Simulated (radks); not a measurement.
The numbers below are computed, except where a source is named.
Question: The mean radii <r> (bohr) of the occupied orbitals of an atom or ion are listed with their occupations. Level of theory: scalar-relativistic Kohn-Sham, SCAN, spin-polarised, spherical densities, finite nucleus; meta-GGA in the generalised Kohn-Sham scheme; Fermi nuclear charge, rms radius of each element as measured or else 0.836 A^(1/3) + 0.57 fm (a radial shooting solver on a logarithmic mesh with Libxc functionals).

orbital  occ.      <r>
1s up       1  0.01715
1s down     1  0.01715
2s up       1  0.07232
2s down     1  0.07232
2p up       3  0.06522
2p down     3  0.06522
3s up       1   0.1869
3s down     1   0.1869
3p up       3   0.1880
3p down     3   0.1880
3d up       5   0.1705
3d down     5   0.1705
4s up       1   0.4147
4s down     1   0.4146
4p up       3   0.4411
4p down     3   0.4411
4d up       5   0.4672
4d down     5   0.4671
5s up       1   0.9238
5s down     1   0.9228
4f up       7   0.5093
4f down     7   0.5083
5p up       3    1.031
5p down     3    1.029
5d up       1    1.233

Name the element and its charge. Open shells, if any, are filled with parallel spins first.

Answer: Z = 78, platinum, charge +9: Pt9+ in [Xe] 4f14 5d1. The 1s radius gives Z: for a bare nucleus <r> = (2 gamma + 1)/(2Z) with gamma = sqrt(1 - (Z/c)^2), 0.01695 bohr for Z = 78, and screening makes it slightly larger (0.01715 here). The occupations add up to 69, and the charge is Z minus that.
